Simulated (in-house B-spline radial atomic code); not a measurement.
**RPA and G0W0 on BHandHLYP: the iodine ion I⁷⁺**

Configuration [Kr] 4d10, mean-field start BHandHLYP. Computed with a B-spline radial code for spherical atoms: all electrons, non-relativistic, point nucleus, each spin shell either full or empty, empty states to l = 9 with an (l + 1/2)⁻⁴ tail; G0W0 by contour deformation at full frequency.

Without relativity these are model numbers: it shifts the levels of so heavy an element strongly and can reorder them.

Command:
```bash
python run_gw.py task.json out
```
Settings (radii: box in bohr, nucleus in fm):
```
Z                        53
electrons                46
configuration            [Kr] 4d10
hamiltonian              nr
method                   bhandhlyp
lmax                     9
spin_polarised           False
box_radius               8.41
intervals                51
```

Cost of the run: 2.8 s on 1 thread of Arm Neoverse N1, on a shared host.

Energies (hartree):

```csv
term,value
mean-field total,-6909.40700
Hartree-Fock functional on these orbitals,-6907.01644
direct second order,-3.864
second-order exchange,1.0678
SOSEX correction,1.0118
```

Question: What is the RPA correlation energy, and what remains with SOSEX?

Answer: RPA gives -3.4957 hartree (-2.07 eV per electron); RPA + SOSEX gives -2.4839, and the second-order doubles -2.7962 hartree (no singles). RPA lacks exchange-type terms and so overcorrelates at short range.

Quasi-particle levels (eV):

```json
{"level": "4d", "occupied": "yes", "mean field": "-147.72", "Σx - vxc": "-5.64", "Σc": "?", "QP weight": "?", "G0W0": "?"}
{"level": "5s", "occupied": "no", "mean field": "-88.36", "Σx - vxc": "5.40", "Σc": "-1.91", "QP weight": "0.988", "G0W0": "-84.86"}
```

G0W0 = mean field + (Σx - vxc) + Σc, with Σc (partial-wave tail included) taken at the quasi-particle energy. Only the outer levels were computed. Levels of low weight are left out.

Question: Where does G0W0 put 4d?

Answer: At -153.42 eV, with Σc = -0.06 eV and a quasi-particle weight of 0.972. The tabulated removal energy is 150.81 ± 0.1 eV (NIST, measured); the calculation leaves out relativity, Breit and QED terms, and what these don't explain is the method's own error.
